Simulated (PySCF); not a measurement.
Computed IR spectrum (relative IR intensity) of a molecule C₂H₁₀Si₂. Geometry optimised at r2SCAN-D4/def2-SVP. Other conformers were not sampled. Calculation: PySCF with r2SCAN-D4/def2-SVP. Frequencies are harmonic and unscaled.

Lines under 2 % of the strongest are left out, and lines within 2 cm⁻¹ are merged.

ν (cm⁻¹): 466 (w), 487 (vw), 695 (w), 757 (w), 834 (vs), 857 (w), 892 (m), 935 (w), 938 (m), 1249 (w), 1256 (vw), 1438 (vw), 2181 (m), 2195 (m), 2205 (m), 2208 (m), 3031 (vw) (against the strongest line: vs over 80 %, s over 45 %, m over 15 %, w over 4 %, vw less)

Task: Which molecule gave these data?
A. C[SiH](C)[SiH3]
B. C[SiH2][SiH2]C
C. CC([SiH3])[SiH3]
D. C[SiH2]C[SiH3]

Result: A, C[SiH](C)[SiH3]
